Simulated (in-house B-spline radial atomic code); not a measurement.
**RPA and G0W0 on TPSS: Si4+**

Configuration [He] 2s2 2p6, mean-field start TPSS. Computed with an all-electron radial atomic-structure program (B-spline basis): all electrons, scalar-relativistic (spin-free one-electron X2C), finite nucleus, each spin shell either full or empty, empty states to l = 9 with an (l + 1/2)⁻⁴ tail; G0W0 by contour deformation at full frequency.

Command:
```bash
python run_gw.py task.json out
```
Settings (radii: box in bohr, nucleus in fm):
```
Z                        14
electrons                10
configuration            [He] 2s2 2p6
hamiltonian              x2c
method                   tpss,tpss
lmax                     9
rms_radius               3.1224
spin_polarised           False
box_radius               11.96
intervals                69
```

Time taken, with all properties: 0.9 s on 1 thread of Intel(R) Xeon(R) Platinum 8488C (Sapphire Rapids), on a shared host.

Energies (hartree):

| term | value |
| --- | --- |
| mean-field total | -286.21420 |
| Hartree-Fock functional on these orbitals | -285.77637 |
| direct second order | -0.67692 |
| second-order exchange | 0.23957 |
| SOSEX correction | 0.22281 |

What is the RPA correlation energy, and what remains with SOSEX?

RPA gives -0.61038 hartree (-1.66 eV per electron); RPA + SOSEX gives -0.38757, and the second-order doubles -0.43735 hartree (no singles). SOSEX takes back 37 % of the RPA value.

Quasi-particle levels (eV):

| level | occupied | mean field | Σx - vxc | Σc | QP weight | G0W0 |
| --- | --- | --- | --- | --- | --- | --- |
| 2p | yes | -149.01 | -19.81 | ? | ? | ? |
| 2s | yes | -193.81 | -26.84 | 5.46 | 0.944 | -215.18 |
| 3s | no | -50.02 | 5.64 | -0.59 | 0.996 | -44.97 |

G0W0 = mean field + (Σx - vxc) + Σc, with Σc (partial-wave tail included) taken at the quasi-particle energy. Levels of low weight are left out.

Where does G0W0 put 2p?

At -166.56 eV, with Σc = 2.25 eV and a quasi-particle weight of 0.965. The tabulated removal energy is 166.767 ± 0.003 eV (NIST, measured); the calculation leaves out spin-orbit coupling, Breit and QED terms, and what these don't explain is the method's own error.
